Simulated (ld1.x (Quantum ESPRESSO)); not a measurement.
Reading a pseudo-wave (nitrogen)

Columns: radius, all-electron u(r) and pseudo u(r) of the 2p shell (level -7.09 eV) of nitrogen in the configuration [He] 2s2 2p3; PBE, scalar-relativistic, ultrasoft scheme, ld1.x (Quantum ESPRESSO) 7.5.

| r (bohr) | all-electron | pseudo |
| --- | --- | --- |
| 0.093 | 0.0644 | 0.0115 |
| 0.185 | 0.1910 | 0.0447 |
| 0.278 | 0.3291 | 0.0980 |
| 0.370 | 0.4532 | 0.1665 |
| 0.463 | 0.5575 | 0.2469 |
| 0.555 | 0.6389 | 0.3322 |
| 0.648 | 0.7005 | 0.4187 |
| 0.740 | 0.7424 | 0.4994 |
| 0.833 | 0.7680 | 0.5716 |
| 0.925 | 0.7795 | 0.6303 |
| 1.018 | 0.7798 | 0.6746 |
| 1.110 | 0.7715 | 0.7029 |
| 1.203 | 0.7562 | 0.7160 |
| 1.295 | 0.7362 | 0.7155 |
| 1.388 | 0.7124 | 0.7038 |
| 1.480 | 0.6864 | 0.6838 |
| 1.573 | 0.6585 | 0.6582 |
| 1.665 | 0.6299 | 0.6301 |
| 1.758 | 0.6007 | 0.6008 |
| 1.850 | 0.5719 | 0.5719 |
| 1.943 | 0.5431 | 0.5431 |
| 2.035 | 0.5152 | 0.5152 |
| 2.128 | 0.4878 | 0.4878 |
| 2.220 | 0.4616 | 0.4616 |
| 2.313 | 0.4361 | 0.4361 |
| 2.405 | 0.4119 | 0.4119 |

(1) How many radial nodes do the two functions have?

(2) At about which radius was the pseudo-wave matched?

(3) Is the pseudo-wave norm-conserving?

Results:

(1) The all-electron 2p function has n − l − 1 = 0; the pseudo-wave has 0.

(2) 1.85 bohr. The columns agree to 0.0005 from 1.57 bohr on; several derivatives are matched, so the curves merge somewhat inside the radius.

(3) No, it belongs to an ultrasoft set: the norm inside the radius is not constrained, and the difference is carried by the augmentation charge.
